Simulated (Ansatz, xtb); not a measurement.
# Relative energy of two isomers of F2GeH4Si

Structure I: `[F][GeH]([F])[SiH3]`, a singlet. Structure II: `F[SiH2][GeH2][F]`, a singlet. Both are isolated molecules in the gas phase, relaxed with PBE0-D3(BJ)/def2-SVP; the shapes shown needn't be the lowest conformers.

I (Å):

```
atom    x (Å)    y (Å)    z (Å)
   F  -2.6966  -2.1805  -1.1278
   F   0.0280  -2.1632  -1.4365
  Ge  -1.3452  -1.1041  -1.3188
  Si  -1.1272   0.1795   0.6760
   H  -1.5056  -0.4440  -2.6975
   H  -0.9837  -0.7633   1.8205
   H   0.0797   1.0473   0.5526
   H  -2.3488   1.0206   0.8352
```

II (Å):

```xyz
8

F    -1.1993   -3.0341   -1.2275
F     0.3041    0.5228   -2.0464
Ge   -0.4320    0.0825   -0.5199
Si   -2.0112   -1.6432   -0.9854
H    -2.7982   -1.3258   -2.2092
H    -2.9228   -1.8297    0.1809
H    -1.0998    1.3651    0.0129
H     0.7184   -0.3576    0.4023
```

Quicker runs give these differences E(II) − E(I): GFN2-xTB −0.209 eV; HF/STO-3G −0.402 eV (at GFN2-xTB geometries); r2SCAN-D4/def2-SVP −0.273 eV (at GFN2-xTB geometries).

Question: Estimate E(II) − E(I) at the level CCSD(T)/def2-SVP + ΔMP2/def2-TZVPP.

Answer: Calculated at CCSD(T)/def2-SVP + ΔMP2/def2-TZVPP: E(II) − E(I) = −0.420 eV, so structure II lies lower.

The same difference at several levels:

| level | geometry | E(II) − E(I) (eV) | departure from the last row (eV) | job, with rough time for the two |
| --- | --- | --- | --- | --- |
| GFN2-xTB | GFN2-xTB | −0.209 | +0.212 | optimisation, 0.091 s |
| HF/STO-3G | GFN2-xTB | −0.402 | +0.018 | single point, 0.32 s |
| r2SCAN-D4/def2-SVP | GFN2-xTB | −0.273 | +0.148 | single point, 1.6 s |
| PBE0-D3(BJ)/def2-SVP | PBE0-D3(BJ)/def2-SVP | −0.287 | +0.134 | optimisation, 21 s |
| HF/def2-SVP | PBE0-D3(BJ)/def2-SVP | −0.346 | +0.075 | part of the CCSD(T) run |
| MP2/def2-SVP | PBE0-D3(BJ)/def2-SVP | −0.275 | +0.146 | part of the CCSD(T) run |
| CCSD(T)/def2-SVP | PBE0-D3(BJ)/def2-SVP | −0.265 | +0.156 | single point |
| CCSD(T)/def2-SVP + ΔMP2/def2-TZVPP | PBE0-D3(BJ)/def2-SVP | −0.420 |  | single point, 13 s |

As drawn, II has 1 F–Si, 1 Ge–H in place of 1 F–Ge, 1 Si–H.

The levels shown agree on the order. The largest departure from CCSD(T)/def2-SVP + ΔMP2/def2-TZVPP is that of GFN2-xTB, 0.212 eV. The last row adds to CCSD(T) the change of the MP2 difference between the two basis sets, here −0.156 eV, a large step that makes the value less sure.

With harmonic frequencies from PBE0-D3(BJ)/def2-SVP (ideal gas, rigid rotor, one conformer each, 298.15 K, 1 atm): on the last row, ΔE + ΔZPE = −0.399 eV. A mode under 50 cm⁻¹ makes harmonic enthalpies and free energies unreliable, so none is given.

The correlated steps freeze 16 core orbitals; the filled d shell of Ge is correlated, in a basis made for valence electrons. Run with Ansatz 0.2.0, xtb 6.7.1; the last row on 2 threads of Intel(R) Xeon(R) 6975P-C (Granite Rapids) on a shared host.
